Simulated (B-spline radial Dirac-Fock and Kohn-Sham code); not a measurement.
Binding energies of Er¹²⁺

System: the Er¹²⁺ ion, configuration 1s2 2s2 2p6 3s2 3p6 3d10 4s2 4p6 4d10 4f8 5s2; nuclear rms radius 5.2516 fm (A = 166).

Model: Dirac-Fock (average of configuration) total-energy differences with a finite nucleus, the Breit interaction including its frequency dependence, and self-energy and vacuum-polarisation corrections. Program: a radial atomic solver. Correlation and solid-state effects are left out. Energies are counted from the vacuum level.

All terms are in eV, carry their sign (relaxation lowers the binding energy) and add up to the binding energy; ⟨r⟩ is the mean radius of the orbital in the initial state.

```
subshell  −ε (Koopmans)  relaxation    Breit  self-energy  vacuum polarisation  binding energy  ⟨r⟩ (bohr)
      1s        58074.5      -74.24  -173.30      -109.08                18.92         57736.9       0.020
      2s        10083.2      -40.32   -18.67       -15.06                 2.44         10011.6       0.086
   2p1/2         9592.9      -44.52   -30.98         0.26                 0.05          9517.7       0.072
   2p3/2         8673.8      -42.06   -19.38        -0.93                -0.10          8611.3       0.079
      3s         2502.6      -18.77    -3.29        -3.38                 0.53          2477.7       0.224
   3p1/2         2287.6      -19.63    -5.65         0.01                 0.01          2262.3       0.214
   3p3/2         2091.0      -18.46    -3.26        -0.21                -0.03          2069.0       0.228
   3d3/2         1729.0      -20.75    -2.36         0.27                -0.03          1706.2       0.201
   3d5/2         1686.6      -20.31    -1.46         0.15                -0.03          1665.0       0.205
      4s          709.3       -5.09    -0.72        -0.80                 0.13           702.8       0.504
   4p1/2          620.8       -4.99    -1.20         0.02                 0.00           614.6       0.513
   4p3/2          575.1       -4.42    -0.64        -0.03                -0.01               ?       0.541
   4d3/2          429.1       -4.16    -0.36         0.07                -0.01           424.6       0.562
   4d5/2          420.5       -3.97    -0.17         0.04                -0.01           416.4       0.572
      4f          245.3       -3.36     0.08         0.04                -0.01           242.1       0.631
      5s          254.5       -0.42    -0.17        -0.18                 0.03           253.8       1.086
```

Q: Which binding energy belongs in the row of 4p3/2?

A: 570.0 eV, the sum of the terms in that row (to rounding).

For the deepest level, K (1s), the Breit terms make up -0.300 % of the binding energy, QED -0.156 % and orbital relaxation -0.129 %.

Spin-orbit splittings: 2p 906.4 eV, 3p 193.2 eV, 3d 41.20 eV, 4p 44.60 eV, 4d 8.23 eV.

Going to the tabulated ground configuration of the next ion removes an electron from N6,7 (4f), computed at 242.1 eV. NIST lists 268 ± 14 eV as the ionisation energy of this species (theoretical), +25.92 eV from the computed value. Where a p, d or f shell is open in either ion the computed value averages over both j values and all terms, while the table refers to the lowest levels; that difference holds spin-orbit splitting (largest in heavy or highly charged ions), term energies where several electrons share open shells, and correlation, and it can reach 10 % or more.
